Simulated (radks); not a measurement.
Hf IV, 69 electrons, occupied as [Kr] 4d10 4f14 5s2 5p5 5d1 6p1 (not the ground configuration).

Calculated with a radial shooting solver on a logarithmic mesh with Libxc functionals: Dirac Kohn-Sham, PBEsol, spin-unpolarised, spherical densities, finite nucleus; open shells are shared between the two j in proportion to 2j + 1; Fermi nuclear charge, rms radius 5.347 fm.

Energy parts (hartree):
total: -15087.7470
kinetic: 16869.0714
electron-nucleus: -37486.2997
Hartree: 5833.4093
exchange-correlation: -303.9280

Orbitals (lengths in bohr, moments of r in powers of bohr):
orbital	occ.	eigenvalue (hartree)	<1/r>
1s1/2	2	-2395.679	83.75
2s1/2	2	-410.5592	20.30
2p1/2	2	-392.2930	20.28
2p3/2	4	-348.5189	17.23
3s1/2	2	-94.52669	7.447
3p1/2	2	-86.40507	7.366
3p3/2	4	-77.02505	6.579
3d3/2	4	-63.23502	6.471
3d5/2	6	-61.18820	6.283
4s1/2	2	-20.06399	3.123
4p1/2	2	-16.73438	3.013
4p3/2	4	-14.58626	2.738
4d3/2	4	-9.10453	2.519
4d5/2	6	-8.71118	2.452
4f5/2	6	-1.94258	1.946
4f7/2	8	-1.87783	1.916
5s1/2	2	-3.72171	1.198
5p1/2	1.66667	-2.75639	1.075
5p3/2	3.33333	-2.45010	0.9839
5d3/2	0.4	-1.18888	0.7117
5d5/2	0.6	-1.15859	0.6940
5f5/2	0	-0.40929	0.2947
5f7/2	0	-0.40825	0.2940
6s1/2	0	-1.05811	0.4787
6p1/2	0.333333	-0.83022	0.4147
6p3/2	0.666667	-0.78039	0.3911
6d3/2	0	-0.48473	0.2980
6d5/2	0	-0.47815	0.2946
7p1/2	0	-0.39604	0.2259

The highest occupied level is 6p3/2 at -21.235 eV. The configuration is held as typed, so some empty levels lie below it. Summed over all electrons, <r^2> = 41.90 bohr^2, which gives a Langevin (diamagnetic) susceptibility term of -33.2 x 10^-6 cm^3/mol. The electron density at the nucleus is 1.207e+06 e/bohr^3. The density falls to 0.001 e/bohr^3 at r = 4.19 bohr.
